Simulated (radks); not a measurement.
Q: All-electron calculation, scalar-relativistic Kohn-Sham, LDA (Slater exchange, Perdew-Wang correlation), spin-polarised, spherical densities, finite nucleus; Fermi nuclear charge, rms radius of each element as measured or else 0.836 A^(1/3) + 0.57 fm. Program: a radial shooting solver on a logarithmic mesh with Libxc functionals. Response by self-consistent Sternheimer equations with the Hartree and adiabatic LDA kernel, the relativistic mass of each level held fixed and spin-orbit coupling left out. Rank P5+, Si4+, Mg2+, Cl7+, Ar8+, S6+, Ne, Al3+ (NIST ground configurations) by static dipole polarisability, largest first.

A: Ne 3.057, Mg2+ 0.5135, Al3+ 0.2831, Si4+ 0.1713, P5+ 0.1106, S6+ 0.07490, Cl7+ 0.05270, Ar8+ 0.03824 bohr^3.
